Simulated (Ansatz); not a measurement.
Harmonic frequencies (cm⁻¹) at PBE0-D4/def2-TZVP from Ansatz: 70, 144, 202, 236, 266, 294, 309, 338, 415, 568, 678, 728, 1006, 1085, 1112, 1159, 1246, 1299, 1435, 1461, 1466, 1477, 1493, 1516, 1568, 2982, 2988, 3022, 3030, 3098, 3129, 3591, 3704.

Each molecule was computed in one conformer, which needn't be the lowest.

(1) Which molecule is it?
A. `C[CH2][GeH]`
B. `C[N](C)[Ge][NH2]`
C. `[F][Ge][N]([SiH3])[SiH3]`
D. `CC(C)(C)[O][Ge][F]`

Results:

(1) B.
